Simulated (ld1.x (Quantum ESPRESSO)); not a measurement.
An all-electron radial function and its pseudo partner (gold (Au))

Columns: radius, all-electron u(r) and pseudo u(r) of the 5s shell (level -112.47 eV) of gold in the configuration [Kr] 4d10 4f14 5s2 5p6 5d10 6s0.5 6p0; PBE, scalar-relativistic, TM semilocal scheme, ld1.x (Quantum ESPRESSO) 7.5.

```csv
r (bohr),all-electron,pseudo
0.068,-0.1624,0.0337
0.135,0.4783,0.0715
0.202,0.0426,0.1189
0.270,-0.5384,0.1831
0.338,-0.6874,0.2703
0.405,-0.4544,0.3849
0.473,-0.0378,0.5330
0.540,0.3898,0.7049
0.608,0.7529,0.8888
0.675,1.0096,1.0535
0.742,1.1662,1.1753
0.810,1.2380,1.2389
0.878,1.2422,1.2422
0.945,1.1992,1.1992
1.013,1.1241,1.1241
1.080,1.0323,1.0323
1.148,0.9309,0.9309
1.215,0.8297,0.8297
1.283,0.7303,0.7303
1.350,0.6385,0.6385
1.418,0.5532,0.5532
1.485,0.4774,0.4774
1.553,0.4091,0.4091
1.620,0.3498,0.3498
1.688,0.2975,0.2975
1.755,0.2528,0.2528
```

(1) How many radial nodes do the two functions have?

(2) At about which radius was the pseudo-wave matched?

(3) Is the pseudo-wave norm-conserving?

Results:

(1) The all-electron 5s function has n − l − 1 = 4 (the table is too coarse to show those close to the nucleus); the pseudo-wave has 0, since the states of the same l below it are removed with the core.

(2) 0.95 bohr. The columns agree to 0.0005 from 0.88 bohr on; several derivatives are matched, so the curves merge somewhat inside the radius.

(3) Yes: the TM semilocal scheme keeps the norm inside the radius equal to the all-electron one, which fixes the energy derivative of the logarithmic derivative at the level.
